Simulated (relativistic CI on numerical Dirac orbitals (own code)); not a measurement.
# Crystal-field levels of Hf2+, 5d2

Calculated by Dirac-Coulomb-Breit CI, separate exchange-only KLI orbitals for each configuration, a model potential for QED, valence Slater integrals scaled by 0.65, one configuration in a parametric crystal field (own radial code).

Field parameters in Wybourne normalisation: Oh B⁴₀ = 21Dq, B⁴₄ = √(5/14) B⁴₀. The field is a parameter set, without covalency.

S is read from ⟨S²⟩ = S(S + 1).

Levels (cm⁻¹, degeneracy): 0 (2), 114 (3), 1778 (3), 2406 (1), 6875 (3), 7086 (2), 14528 (1), 16343 (1), 16733 (3), 17235 (3), 17314 (2), 21456 (1).

(1) Which field gives this pattern?
A. Oh, 10Dq = 31250 cm⁻¹
B. Oh, 10Dq = 16750 cm⁻¹
C. Oh, 10Dq = 16150 cm⁻¹
D. Oh, 10Dq = 43050 cm⁻¹

## Answers

(1) B. Oh, 10Dq = 16750 cm⁻¹, ground level with S = 0.98.
